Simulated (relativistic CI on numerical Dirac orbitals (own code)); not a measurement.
## Spin-allowed bands of a d7 ion in a tetrahedral site, by hand

Problem. A d7 ion in a tetrahedral site has a 4A2 ground term and spin-allowed bands at ν1 = 3800 and ν2 = 6611 cm⁻¹ (from a computed ligand-field model). Find Δ and the Racah parameter B, and predict the third band.

Working.
1. The F term splits into A2 (−1.2Δ), T2 (−0.2Δ) and T1 (+0.6Δ), so ν1 = E(T2) − E(A2) = Δ = 3800 cm⁻¹.
2. T1(F) mixes with T1(P), which lies at 15B, through an element 0.4Δ. The two roots, counted from A2, are ν2,3 = ½(15B + 3Δ) ∓ ½√[(15B − Δ)² + 12BΔ].
3. Solving the lower root for B gives B = (2ν1² + ν2² − 3ν1ν2)/(15ν2 − 27ν1) = -2780079/-3435 = 809 cm⁻¹.
4. The sum of the roots is 15B + 3Δ, so ν3 = 15B + 3ν1 − ν2 = 16929 cm⁻¹ (591 nm).

Check. The bands were computed by exact diagonalisation of the d7 shell with B = 810 and Δ = 3800 cm⁻¹, which gives ν3 = 16939 cm⁻¹. C does not enter the terms of highest spin.
